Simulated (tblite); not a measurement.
Compound: C6H6F (doublet state).
SMILES: `F[C@@]12C=C[C@@H]1[CH]C2`

Computed values, GFN2-xTB/tblite, gas phase, harmonic and unscaled. Against measured fundamentals such values can be off by several per cent, at times by over 20. Open shells enter through the occupations alone, without spin polarisation, and single modes of such species can be off by tens of per cent.

Harmonic wavenumbers (cm⁻¹): 202.9, 278.3, 318.6, 369.7, 419.4, 483.1, 641.2, 728.4, 794.8, 812.5, 863.7, 893.6, 966.9, 978.8, 1000.3, 1012.5, 1038.9, 1074.7, 1086.6, 1125.7, 1152.1, 1196.1, 1222.4, 1227.9, 1286.0, 1421.4, 1621.1, 2920.5, 2950.3, 3002.7, 3127.0, 3143.2, 3145.6.

A = 4046, B = 3426, C = 2453 MHz; mass 97.045 u (most abundant isotopes); point group C1, symmetry number 1; spin multiplicity 2.

**Question.** Zero-point energy?

**Answer.** ½Σν̃ = 21253 cm⁻¹ = 60.77 kcal/mol.

**Question.** Give the ideal-gas entropy at 298.15 K and 1 bar in the rigid-rotor, harmonic-oscillator model (classical rotation).

**Answer.** Translation 39.65, rotation 26.65, vibration 9.90, spin (R ln 2) 1.38: S = 77.6 cal/(mol K).

**Question.** And Cp and H(298.15 K) − H(0)?

**Answer.** Cp = 25.33 cal/(mol K), of which vibrations give 17.38 (their classical limit is 33 R = 65.6); H(298.15 K) − H(0) = 4.34 kcal/mol without the zero-point energy, 1.97 from vibrations.

**Question.** Which modes carry the vibrational entropy at 298.15 K?

**Answer.** 202.9 cm⁻¹: 2.11; 278.3 cm⁻¹: 1.54; 318.6 cm⁻¹: 1.32; 369.7 cm⁻¹: 1.08; 419.4 cm⁻¹: 0.89; 483.1 cm⁻¹: 0.70 cal/(mol K); the other 27 give 2.25 together.

**Question.** What must be added to the electronic energy to get the Gibbs energy at 298.15 K and 1 bar?

**Answer.** ZPE + [H(298.15 K) − H(0)] − T·S = 60.77 + 4.34 − 23.13 = 41.98 kcal/mol.

Hindered rotation and anharmonicity are outside this model. The structure is chiral; the term R ln 2 for an equal mix with its mirror image is left out.

On one thread, Arm Neoverse V2 (aarch64), shared host with 192 logical CPUs at a one-minute load of 34, this took 0.23 s. The figure is for the frequency step alone.
